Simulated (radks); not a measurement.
The numbers below are computed, except where a source is named.
The thulium ion Tm3+, 66 electrons, occupied as [Xe] 4f12. Code: a radial shooting solver on a logarithmic mesh with Libxc functionals. Model: Dirac Kohn-Sham, exchange-only LDA, spin-unpolarised, spherical densities, finite nucleus; open shells fill j = l - 1/2 first; Fermi nuclear charge, rms radius 5.2256 fm. Some entries of the table are withheld. Estimate them.

| orbital | occ. | eigenvalue (hartree) | r(max) (bohr) |
|---|---|---|---|
| 1s1/2 | 2 | -2174.834 | 0.01262 |
| 2s1/2 | 2 | (1) | 0.07213 |
| 2p1/2 | 2 | -350.7299 | 0.05404 |
| 2p3/2 | 4 | -314.7540 | 0.06036 |
| 3s1/2 | 2 | -83.54026 | 0.2037 |
| 3p1/2 | 2 | -76.03066 | (2) |
| 3p3/2 | 4 | -68.43830 | (3) |
| 3d3/2 | 4 | -55.55741 | 0.1610 |
| 3d5/2 | 6 | -53.89680 | 0.1647 |
| 4s1/2 | 2 | -17.37659 | (4) |
| 4p1/2 | 2 | -14.35490 | 0.4663 |
| 4p3/2 | 4 | -12.62951 | 0.4945 |
| 4d3/2 | 4 | -7.64205 | 0.4958 |
| 4d5/2 | 6 | -7.32740 | 0.5049 |
| 5s1/2 | 2 | -3.02349 | 1.082 |
| 5p1/2 | 2 | -2.17985 | 1.174 |
| 5p3/2 | 4 | -1.94883 | 1.259 |
| 4f5/2 | 6 | -1.28165 | 0.4893 |
| 4f7/2 | 6 | -1.23489 | 0.4947 |

Answer. 
(1) 2s1/2 eigenvalue (hartree): -367.7284
(2) 3p1/2 r(max) (bohr): 0.1913
(3) 3p3/2 r(max) (bohr): 0.2045
(4) 4s1/2 r(max) (bohr): 0.4648
